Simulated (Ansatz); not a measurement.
Molecule: ZnF, net charge 0, doublet state. SMILES of the parent species: [Zn][F]

Atoms: Zn1, F2. Bonds: Zn1-F2.

Bond lengths (Å) and angles (degrees) optimised at HF/6-31G* with LANL2DZ past Ar with Ansatz (a quantum-chemistry and plane-wave program); B3LYP/LANL2DZ with Ansatz; MP2/6-31G* with LANL2DZ past Ar with Ansatz, each started from the B3LYP-D3(BJ)/def2-TZVP structure (Ansatz) of the last column. A row stands for all coordinates that are equal there. 6-31G* holds six Cartesian d functions.

```json
[
 {"coordinate": "Zn1-F2", "HF/6-31G* with LANL2DZ past Ar": "1.764", "B3LYP/LANL2DZ": "1.833", "MP2/6-31G* with LANL2DZ past Ar": "1.764", "B3LYP-D3(BJ)/def2-TZVP": "1.803"}
]
```

Mean signed difference of all 1 bond lengths from B3LYP-D3(BJ)/def2-TZVP: HF/6-31G* with LANL2DZ past Ar -0.039 Å, B3LYP/LANL2DZ 0.030 Å, MP2/6-31G* with LANL2DZ past Ar -0.039 Å.
